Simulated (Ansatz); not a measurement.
C$_{7}$H$_{9}$N, SMILES `Cc1ccnc(C)c1`, relaxed with RKS PBE-D4/def2-SVP in Ansatz from a rough embedded geometry. The force threshold is 0.03 eV/Å; the program also tests the step.

Charge 0, multiplicity 1.

Start:

```xyz
17

C    -0.605   -2.457   -0.041
C    -0.117   -1.063   -0.281
C     0.655   -0.749   -1.396
C     1.093    0.553   -1.554
N     0.821    1.527   -0.701
C     0.088    1.243    0.367
C    -0.194    2.371    1.310
C    -0.398   -0.038    0.611
H    -1.556   -2.450    0.486
H    -0.721   -2.994   -0.980
H     0.116   -2.999    0.572
H     0.905   -1.505   -2.124
H     1.693    0.842   -2.408
H    -1.263    2.453    1.501
H     0.307    2.197    2.262
H     0.172    3.300    0.883
H    -0.995   -0.228    1.492
```

(1) How much energy does the relaxation release, and in how many steps? (Best estimate.)

(2) Which bonds change most? (Estimate.)

(3) Give the relaxed structure. (Estimate.)

Answers

(1) The calculation gave: 13.12 kJ/mol, in 4 steps.

(2) The calculation gave: C4–H13 from 1.083 to 1.106 Å; C3–H12 from 1.080 to 1.101 Å; C8–H17 from 1.081 to 1.102 Å; C7–H15 from 1.089 to 1.111 Å.

(3) The calculation gave: 
```xyz
17

C    -0.610   -2.481   -0.041
C    -0.120   -1.078   -0.288
C     0.666   -0.755   -1.412
C     1.114    0.562   -1.571
N     0.842    1.557   -0.712
C     0.091    1.267    0.368
C    -0.199    2.394    1.327
C    -0.406   -0.033    0.607
H    -1.568   -2.488    0.516
H    -0.750   -3.038   -0.988
H     0.126   -3.050    0.567
H     0.921   -1.523   -2.159
H     1.727    0.833   -2.451
H    -1.284    2.481    1.541
H     0.312    2.232    2.300
H     0.165    3.345    0.897
H    -1.023   -0.226    1.499
```
